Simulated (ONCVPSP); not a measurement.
platinum: one change to an ONCV potential, before and after

```json
{
 "Element": "Pt (Z = 78)",
 "Generator": "ONCVPSP 4.0.1",
 "Type": "optimised norm-conserving Vanderbilt (ONCV)",
 "Functional": "PBE",
 "Relativity": "scalar-relativistic",
 "Frozen core": "[Kr] 4d10 4f14",
 "Valence charge": "18",
 "Reference configuration": "5s2 5p6 5d9 6s0.5 6p0.5",
 "Partial waves": "5s+6s: rc 1.75 bohr, ncon 3, nbas 7, qcut 7.7 1/bohr, 2 projectors; 5p+6p: rc 1.45 bohr, ncon 4, nbas 9, qcut 11.7 1/bohr, 2 projectors; 5d: rc 2.40 bohr, ncon 4, nbas 8, qcut 6.9 1/bohr, 3 projectors, debl 2.6 Ha",
 "Local potential": "polynomial inside 1.00 bohr (lpopt 5, dvloc0 0 Ha)",
 "Core correction": "Teter function, fcfact 2.25, rcfact 1.1"
}
```

All-electron outer shells of the reference configuration (PBE, scalar-relativistic, ld1.x):

```
shell  level (eV)  outermost node (bohr)  outermost maximum (bohr)
   4d     -307.91                   0.20                      0.42
   5s     -102.91                   0.49                      0.87
   4f      -71.15                      –                      0.38
   5p      -57.12                   0.53                      0.98
   5d       -7.20                   0.57                      1.26
   6s       -6.46                   1.14                      2.35
   6p       -1.40                   1.36                      3.55
```

Change: local potential polynomial inside 1.00 bohr (lpopt 5, dvloc0 6.5 Ha).

Cutoffs: the cutoffs (Ha) at which the residual kinetic energy of the hardest occupied pseudo-wave falls to 1 and 0.1 mHa per electron; they do not see the model core or the augmentation charge, which bear on the density cutoff. Errors are all-electron minus pseudo energies relative to the spin-unpolarised reference configuration.

Q: How do hardness, ghosts and transferability respond?

A: The potential gets neither clearly harder nor softer (40 Ha and 47 Ha → 40 Ha and 47 Ha); the lowest positive-energy flag moves from s at 34.6 eV to s at 125.9 eV; the errors of the 3 common tests hardly move; the range in which the s phases agree widens (upper end 1.1 → 4.0); neither file shows a bound ghost.

| quantity | base | changed |
| --- | --- | --- |
| cutoff, loose | 40 Ha | 40 Ha |
| cutoff, tight | 47 Ha | 47 Ha |
| bound ghosts | none | none |
| GHOST(+) flags under 300 eV | s at 34.6 eV, d at 213.3 eV | s at 125.9 eV |
| tests with a reliable result | 3 of 4 | 3 of 4 |
| error for 5s2 5p6 5d9 6s1 6p0, meV [ΔE -2.46 eV] | +0.6 | +0.6 |
| error for 5s2 5p6 5d9 6s0 6p0, meV [ΔE 6.73 eV] | -2.5 | -2.6 |
| error for 5s2 5p6 5d9.5 6s0.5 6p0, meV [ΔE -2.58 eV] | -0.3 | -0.3 |
| s: phases at 1.78 bohr within 0.05 rad from the reference energy up to (Ha; the scan ends near 5) | 1.1 | 4.0 |
| p: phases at 1.48 bohr within 0.05 rad from the reference energy up to (Ha; the scan ends near 5) | to the end of the scan | to the end of the scan |
| d: phases at 2.44 bohr within 0.05 rad from the reference energy up to (Ha; the scan ends near 5) | to the end of the scan | to the end of the scan |
| rms error of d²Exc/dni dnj with the model core, mHa | 2.54 | 2.55 |
